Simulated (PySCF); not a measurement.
Calculation: PBE0-D3(BJ)/def2-TZVP run with PySCF. All species are isolated molecules in the gas phase. Excitations are Tamm–Dancoff values on a coarser integration grid. The basis has no diffuse functions, so Rydberg states are missing or too high.

Reference species (SMILES): `CC1=C[SiH2]C=C1` (neutral, multiplicity 1).

```
Property                Value
-------------------  --------
HOMO–LUMO gap         5.32 eV
T1 excitation (TDA)   2.75 eV
LUMO                 -1.35 eV
```

Changed species: `C1(C)=CC=C[SiH2]1`.

Q: What does the change do to the HOMO–LUMO gap, T1 excitation (TDA) and LUMO?

A: the HOMO–LUMO gap falls by 0.17 eV, to 5.15 eV; the T1 excitation (TDA) falls by 0.13 eV, to 2.62 eV; the LUMO falls by 0.02 eV, to -1.37 eV.
